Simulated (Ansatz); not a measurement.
C2H6F3MoNO (`C[N]=[Mo]([F])([F])([F])[O]C`), 14 atoms. Charge 0, multiplicity 1. Correlated methods include outer-core shells of Mo, which these sets cover unevenly. Mo takes the def2 core potential. All runs use 2 threads of an AMD EPYC 7R13 on a shared host and a share of an NVIDIA H100 80 GB. Correlated methods freeze the cores.

(1) Give the basis size and wall time and peak host memory of each of these runs in Ansatz. RKS SPW92 (LDA)/def2-TZVPP energy; RHF-CCSD(T)/def2-SVP energy; RHF-MP2/def2-QZVPP energy; RKS BHLYP-D4/def2-TZVPP energy; RKS PBE-D4/def2-TZVPP energy and forces; RKS PBE0-D4/def2-TZVP relaxation (27 steps); RHF-CCSD(T)/def2-TZVPP energy; RKS B2PLYP (frozen core)/def2-TZVPP energy. (Best estimate.)

## Answers

(1) Computed: Other jobs shared the machine, so times are rough.

```
                              level                    job  functions  wall time  peak host memory (GiB)
            RKS BHLYP-D4/def2-TZVPP                 energy        357       17 s                     0.9
              RKS PBE-D4/def2-TZVPP      energy and forces        357       35 s                    0.89
         RKS SPW92 (LDA)/def2-TZVPP                 energy        357       38 s                    0.87
RKS B2PLYP (frozen core)/def2-TZVPP                 energy        357       39 s                     1.6
                 RHF-MP2/def2-QZVPP                 energy        660       60 s                     1.3
               RHF-CCSD(T)/def2-SVP                 energy        159       68 s                    0.93
             RHF-CCSD(T)/def2-TZVPP                 energy        357       89 s                    0.87
              RKS PBE0-D4/def2-TZVP  relaxation (27 steps)        293    2.1 min                    0.95
```
